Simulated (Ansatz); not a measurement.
Geometry optimisation, RKS PBE0-D4/cc-pVDZ (Ansatz 0.2.0).

input.yaml

```yaml
crystal:
  periodic: [false, false, false]
  atoms:
    - { symbol: C, position_ang: [-0.2692, 1.3638, 0.0132] }
    - { symbol: "N", position_ang: [-0.6632, -0.0052, -0.1836] }
    - { symbol: Al, position_ang: [-0.3822, -0.9838, 1.4268] }
    - { symbol: Al, position_ang: [0.5411, -0.7857, -1.5274] }
    - { symbol: H, position_ang: [0.7486, 1.531, 0.2851] }
    - { symbol: H, position_ang: [-0.4979, 1.9842, -0.943] }
    - { symbol: H, position_ang: [-0.9448, 1.8609, 0.7831] }
    - { symbol: H, position_ang: [-0.5999, -2.5379, 1.4825] }
    - { symbol: H, position_ang: [0.2432, -0.2228, 2.7662] }
    - { symbol: H, position_ang: [0.42353, -2.2624, -1.90592] }
    - { symbol: H, position_ang: [1.65314, 0.21319, -2.1322] }
basis:
  gaussian: { orbitals: cc-pVDZ }
hamiltonian:
  xc: pbe0
  dispersion: d4
relax:
  f_tol: 0.015
  max_steps: 40
```

Command:

```bash
$ ansatz run input.yaml --threads 2 --pin off --max-ram 3072MiB --backend cpu --events-out ev --progress --plain --runs-dir out
```

Task: Where does it end, and by what steps?

Result: It converged. After 11 steps the energy has fallen by 0.899 eV; H9 moved furthest, 1.18 Å.

| step | energy less start (eV) | largest force component (eV/Å) | accepted |
| --- | --- | --- | --- |
| 0 | 0.0000 | 2.710 | yes |
| 1 | -0.5062 | 1.140 | yes |
| 2 | -0.6982 | 0.901 | yes |
| 3 | -0.7767 | 0.636 | yes |
| 4 | -0.8348 | 0.112 | yes |
| 5 | -0.8700 | 0.131 | yes |
| 6 | -0.8691 | 0.339 | no |
| 7 | -0.8842 | 0.065 | yes |
| 8 | -0.8934 | 0.032 | yes |
| 9 | -0.8989 | 0.024 | yes |
| 10 | -0.8910 | 0.280 | no |
| 11 | -0.8993 | 0.004 | yes |

```xyz
11
Properties=species:S:1:pos:R:3
C -0.010 1.460 0.108
N 0.058 -0.004 0.015
Al -0.407 -1.022 1.446
Al 0.515 -0.793 -1.559
H 0.975 1.901 0.342
H -0.351 1.919 -0.836
H -0.705 1.789 0.899
H -0.280 -2.602 1.312
H -0.931 -0.267 2.750
H 0.614 -2.380 -1.595
H 0.775 0.153 -2.817
```

Time of the run: 34 s on 2 threads of Arm Neoverse V1, on a shared host, peak memory 0.21 GiB.
